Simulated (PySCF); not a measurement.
An unknown shows these calculated signals:

1H NMR (400 MHz, computed): δ 7.20 (m, 1H), 6.87 (d, 1H), 6.11 (m, 1H), 5.96 (m, 1H), 5.41 (m, 1H), 5.21 (m, 1H), 4.54 (m, 2H), 3.24 (d, 2H).

13C{1H} NMR (computed): δ 157.1 (CH), 155.1 (C), 149.5 (CH), 149.3 (CH), 133.2 (CH), 120.5 (CH2), 45.8 (CH2).

- shieldings: GIAO PBE0/pcSseg-1
- structure optimised with GFN2-xTB
- run in PySCF 2.14
- non-relativistic, rapidly exchanging positions averaged, one conformer, in vacuum

Shifts are taken against calculated references (same method and geometry level): TMS for 1H (σref 31.72) and 13C (σref 186.93).

Question: Which of these does the molecule contain: a vinyl group CH=CH2, an aldehyde, a methoxy group, an OH group, a non-aromatic C=C double bond, a Si–H bond?

Answer: 
- A vinyl group CH=CH2: yes (δC 120.5, 149.5; δH 5.21 (m), 5.41 (m), 5.96 (m)).
- An aldehyde: no.
- A methoxy group: no.
- An OH group: no.
- A non-aromatic C=C double bond: yes.
- A Si–H bond: yes (δH 4.54 (m)).

The data belong to SMILES C=CCC1=CC=C[SiH2]1, C7H10Si; they needn't prove each group on their own.

Carbon signals by region: 6 in the sp2 and nitrile region (100–160 ppm), 1 below 50 ppm.

Shifts are as computed. Against solution values, carbons near 30 ppm lie about +3 ppm off and those near 130 ppm about +5 ppm. Of 1211 compounds with measured shifts, 218 miss one by over three times the rms of a fit or turn the order of signals round; such compounds aren't used in these exercises. Multiplicities follow the n + 1 count of equivalent neighbours, as no J values were calculated; m marks all less simple cases, F and P coupling included.
